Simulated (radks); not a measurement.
Charge is removed step by step from the 4s down level of Rh3+, starting from [Ar] 3d10 4s(up 1, down 1) 4p6 4d6. Calculated with a radial shooting solver on a logarithmic mesh with Libxc functionals: scalar-relativistic Kohn-Sham, r2SCAN, spin-polarised, spherical densities, finite nucleus; open shells are filled with parallel spins first (spin-orbit coupling, left out, can overturn this in heavy ions); meta-GGA in the generalised Kohn-Sham scheme; Fermi nuclear charge, rms radius 4.4945 fm.

| removed (e) | E - E(0) (eV) | eigenvalue (eV) | E minus straight line (eV) |
|---|---|---|---|
| 0 | 0.000 | -118.50 | 0.000 |
| 0.25 | 30.135 | -122.68 | -1.588 |
| 0.5 | 61.323 | -126.91 | -2.125 |
| 0.75 | 93.573 | -131.18 | -1.598 |
| 1 | 126.89 | -135.48 | 0.000 |

Removing the whole electron costs 126.89 eV by Delta-SCF, against 118.50 eV from minus the eigenvalue at the starting occupation. Slater's transition state (half an electron removed) gives 126.91 eV. Integrating minus the eigenvalue over the occupation (Janak's theorem) gives 126.94 eV. In this scalar-relativistic scheme the density is built from large components alone, so the theorem holds only approximately. The mean slope of the eigenvalue, de/dn, is 17.0 eV per electron.
